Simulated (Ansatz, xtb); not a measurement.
**CH9ClOSi3: which of two isomers lies lower**

Structure I: `CO[SiH]([SiH3])[SiH2]Cl`, a singlet. Structure II: `CO[SiH](Cl)[SiH2][SiH3]`, a singlet. Both are isolated molecules in the gas phase, relaxed with PBE-D3(BJ)/def2-SVP; each stands in its lowest conformer found.

I (Å):

```xyz
15

C    -0.0200   -2.1451    1.3538
Cl   -0.7439    2.5767   -1.8473
O    -0.0905   -0.7986    1.7845
Si   -0.8752    0.3953    0.8800
Si   -0.7263    2.4007    2.0980
Si    0.1211    0.7623   -1.2314
H     0.5384   -2.2534    0.3935
H     0.5150   -2.7351    2.1258
H    -1.0299   -2.5961    1.2123
H    -2.3211    0.0180    0.6320
H    -1.6615    3.4138    1.4993
H     0.6810    2.9294    2.0415
H    -1.1071    2.1605    3.5338
H    -0.1543   -0.2712   -2.2908
H     1.6105    0.9561   -1.1365
```

II (Å):

```xyz
15

C     2.2050   -1.2586    0.3432
Cl   -1.0250    0.0953    1.2791
O     1.4757   -0.3634   -0.4836
Si   -0.1959   -0.3456   -0.5988
Si   -0.6182    1.4720   -2.0102
Si    0.8962    3.1143   -1.2739
H     3.2867   -1.0703    0.1924
H     1.9955   -2.3225    0.0879
H     1.9653   -1.1040    1.4184
H    -0.7133   -1.7112   -0.9674
H    -0.3759    1.1088   -3.4526
H    -2.0484    1.9131   -1.8495
H     0.7816    3.2313    0.2212
H     0.6006    4.4535   -1.8960
H     2.2944    2.7006   -1.6388
```

Q: Estimate which is lower in electronic energy at CCSD(T)/def2-SVP + ΔMP2/def2-TZVPP, and by roughly how much.

A: The CCSD(T)/def2-SVP + ΔMP2/def2-TZVPP calculation puts structure II lower, by 31.7 kJ/mol.

The same difference at several levels:

```csv
level,geometry,E(II) − E(I) (kJ/mol),departure from the last row (kJ/mol),"job, with rough time for the two"
PBE-D3(BJ)/def2-SVP,PBE-D3(BJ)/def2-SVP,−33.6,−2.0,"optimisation, 4 min"
HF/def2-SVP,PBE-D3(BJ)/def2-SVP,−31.9,−0.3,part of the CCSD(T) run
MP2/def2-SVP,PBE-D3(BJ)/def2-SVP,−37.7,−6.0,part of the CCSD(T) run
CCSD(T)/def2-SVP,PBE-D3(BJ)/def2-SVP,−35.9,−4.2,single point
CCSD(T)/def2-SVP + ΔMP2/def2-TZVPP,PBE-D3(BJ)/def2-SVP,−31.7,,"single point, 3.4 min"
```

As drawn, both hold the same kinds of bond in the same numbers.

None of the levels shown reverses the order. The largest departure from CCSD(T)/def2-SVP + ΔMP2/def2-TZVPP is that of MP2/def2-SVP, 6.0 kJ/mol. Levels run at GFN2-xTB geometries aren't shown. The last row adds to CCSD(T) the change of the MP2 difference between the two basis sets, here +4.2 kJ/mol.

With thermal terms from frequencies at re-optimised GFN2-xTB minima (ideal gas, soft modes damped towards free rotors, one conformer each, 298.15 K, 1 atm): on the last row, ΔE + ΔZPE = −31.0, ΔH = −31.1, ΔG = −30.8 kJ/mol.

The correlated steps freeze 22 core orbitals. Run with Ansatz 0.2.0, xtb 6.7.1; the last row on 2 threads of Intel(R) Xeon(R) Processor @ 2.50GHz (Skylake/Cascade Lake) on a shared host.
